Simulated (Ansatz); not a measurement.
**Ligand exchange: GeH3Br + GaH2(SH) → GeH3(SH) + GaH2Br**

Species: GeH3Br `[GeH3][Br]`, singlet; GaH2(SH), singlet; GeH3(SH), singlet; GaH2Br `[GaH2][Br]`, singlet. The partners trade Br for SH: Ge–Br and Ga–SH bonds give way to Ge–SH and Ga–Br.

Shapes, held fixed at every level: PBE0-D4/def2-TZVP. Programs: Ansatz 0.2.0. The zero-point and thermal change to 298 K, harmonic and unscaled (PBE0-D4/def2-TZVP), is -0.5 kJ/mol.

Task: Estimate ΔH(298 K) of this reaction.

Result: The highest level, CCSD(T)/def2-TZVPP, gives ΔH(298 K) = -1.4 kJ/mol; the levels span -4.8 to +0.9. That is about zero within the method's error. They disagree on the sign: 2 of 8 are positive. The column of differences is taken from that level and isn't an error. No measured value is set beside it here. Relativity is left out for Br, Ga, Ge. Outer-core shells of Br, Ga, Ge are correlated, in sets that cover them unevenly. Times are processor times on shared x86 and Arm servers, and rough.

```csv
level,kind,ΔH(298 K) (kJ/mol),less CCSD(T)/def2-TZVPP,CPU time (sum over the molecules)
HF/def2-SVP,Hartree–Fock,-4.8,-3.4,–
PBE-D4/def2-TZVPP,GGA,+0.9,+2.3,11 s
r2SCAN-D4/def2-TZVPP,meta-GGA,+0.2,+1.6,22 s
B3LYP-D4/def2-TZVPP,global hybrid,-0.4,+1.0,17 s
wB97M-V/def2-TZVPP,range-separated hybrid,-0.9,+0.5,48 s
B2PLYP/def2-TZVPP,double hybrid,-0.8,+0.6,21 s
MP2/def2-SVP,perturbation theory,-0.7,+0.7,–
CCSD(T)/def2-TZVPP,coupled cluster or CI,-1.4,0.0,1.7 min
```
